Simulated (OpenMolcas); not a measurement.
An atom or ion with 25 electrons was computed by SS-CASPT2, IPEA 0.25 Eh, imaginary shift 0.1 Eh with spin-orbit coupling (OpenMolcas, ANO-RCC-VTZP, DKH2). The lowest levels that the run gave, each within 12 % of the measured value where one is at hand:

```
   J  Parity  E (cm-1)      g
 9/2    even       0.0  1.333
 7/2    even      1151  1.238
 5/2    even      1985  1.029
 3/2    even      2550  0.400
 5/2    even     18460  1.600
 3/2    even     18830  1.719
 1/2    even     19380  2.640
 9/2    even     19660  1.107
 7/2    even     20760  0.889
 3/2    even     25540  1.227
11/2    even     26400  1.091
 1/2    even     26910  0.696
```

Task: Which ion is it, and what are the configurations and terms?

Result: Ni³⁺ (Z = 28, charge +3; active space 7 electrons in 5 orbitals (3d)). J, parity and g give the terms where levels are pure, and mixed ones are named by the computed weights; the size of the splittings, set against known spectra of the 25-electron sequence, gives the charge. In order, with the measured energies in cm-1 (Corliss and Sugar, J. Phys. Chem. Ref. Data 10, 197 (1981)): 3d7 4F 9/2, 3d7 4F 7/2 (1190), 3d7 4F 5/2 (2042), 3d7 4F 3/2 (2621), 3d7 4P 5/2 (18119), 3d7 4P 3/2 (18367), 3d7 4P 1/2 (18958), 3d7 2G 9/2 (19830), 3d7 2G 7/2 (20948), 3d7 2P 3/2 [74 %] (23649), 3d7 2H 11/2 (26649), 3d7 2P 1/2 (24651).

Term energies are means over components that CASPT2 splits; among the terms shown or strongly mixed into the levels shown the widest spread is 1600 cm-1 (3d7 2H). The CASPT2 spread within a term exceeds the gap to the next term for 3d7 2P and 3d7 2H, 3d7 2H and 3d7 2D(1), so the order of their levels is uncertain. Computed and measured levels are paired by configuration, term and J; levels that our copy of the source lacks, or whose pairing is in doubt (as where it misses far off the trend of its configuration), stay unpaired and out of the deviations. Only configurations of the active space appear.

A share in square brackets marks a mixed level and gives the weight of the term that names it. A number in round brackets counts repeated terms of one configuration in the order of the reference energies.
